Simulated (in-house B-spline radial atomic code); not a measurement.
Results of a calculation; reference values are marked as such.
# Correlation energy from the adiabatic connection: −Z/r, Z = 1.9

Two electrons in a singlet, external potential −Z/r, Z = 1.9 (atomic units). Full CI in B-splines (partial waves to l = 8, correlation up to 0.6 % small) with the density held fixed gives W(λ) = <V_ee>_λ − U, and E_c is the integral of W(λ) − W(0) from 0 to 1.

| λ | W(λ) − W(0) (hartree) |
| --- | --- |
| 0 | 0.00000 |
| 0.02 | -0.00193 |
| 0.05 | -0.00479 |
| 0.12 | -0.01130 |
| 0.25 | -0.02285 |
| 0.4 | -0.03534 |
| 0.6 | -0.05076 |
| 0.8 | -0.06490 |
| 1 | -0.07792 |

(1) Integrate the table by the trapezoid rule.

(2) Now use only three numbers: W(0) = -0.96171, the initial slope W'(0) = -0.0969 (extrapolated from the first points) and the strong-coupling limit of the point-charge-plus-continuum model, W∞ = -1.373. What do second-order theory and the interpolation W(λ) = W∞ + (W(0) − W∞)/√(1 + 2χλ) of Seidl, Perdew and Levy give?

Results:

(1) The strips give -0.00002, -0.00010, -0.00056, -0.00222, -0.00436, -0.00861, -0.01157, -0.01428, which sum to -0.04173 hartree. The direct value, W(1) − W(0) + T_c with T_c = 0.03612, is -0.04180; the curve is convex, so chords lie above it and the trapezoids fall short in size by 0.19 %.

(2) Second order keeps the slope alone: E_c = W'(0)/2 = -0.04845, +16 % in size against -0.04180. Matching the slope fixes χ = W'(0)/(W∞ − W(0)) = -0.0969/(-0.41129) = 0.23560. Integrating, with s = √(1 + 2χ) = 1.212930, E_c = −(W(0) − W∞)(s − 1)/(s + 1) = −0.41129 × 0.212930/2.212930 = -0.03957 hartree, -5.3 % in size against the full result. At λ = 1 the formula gives W − W(0) = -0.07220 against -0.07792. Part of the miss can come from the model's W∞.
